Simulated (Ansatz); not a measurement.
One change: `C/N=C/NC` becomes `C/N=C\[SiH2]S`.

Ansatz, PBE0-D4/def2-TZVP geometries, multiplicity 1. Each molecule was computed in one conformer, which needn't be the lowest.

```json
{"property": "LUMO energy (ωB97M-V/def2-TZVPP) / eV", "`C/N=C/NC`": "2.56"}
{"property": "HOMO–LUMO gap (PBE0/def2-TZVPP) / eV", "`C/N=C/NC`": "7.35"}
{"property": "HOMO–LUMO gap (PBE/def2-TZVPP) / eV", "`C/N=C/NC`": "5.10"}
{"property": "LUMO energy (B3LYP/def2-TZVPP) / eV", "`C/N=C/NC`": "0.76"}
{"property": "LUMO energy (PBE/def2-TZVPP) / eV", "`C/N=C/NC`": "-0.01"}
{"property": "HOMO energy (PBE/def2-TZVPP) / eV", "`C/N=C/NC`": "-5.12"}
```

Task: What does the change do to each property? (An estimate is asked.)

Result: The calculation gave: 
```tsv
property	`C/N=C\[SiH2]S`	shift
LUMO energy (ωB97M-V/def2-TZVPP) / eV	0.69	-1.87
HOMO–LUMO gap (PBE0/def2-TZVPP) / eV	5.51	-1.84
HOMO–LUMO gap (PBE/def2-TZVPP) / eV	3.19	-1.91
LUMO energy (B3LYP/def2-TZVPP) / eV	-1.56	-2.32
LUMO energy (PBE/def2-TZVPP) / eV	-2.33	-2.32
HOMO energy (PBE/def2-TZVPP) / eV	-5.52	-0.40
```

With PBE0 the HOMO falls by 0.55 eV and the LUMO falls by 2.39 eV, so the gap narrows by about 1.84 eV. PBE moves the HOMO by -0.40 eV and ωB97M-V by -0.56 eV.

B3LYP here is the variant with VWN-RPA as its local correlation; programs differ in this.
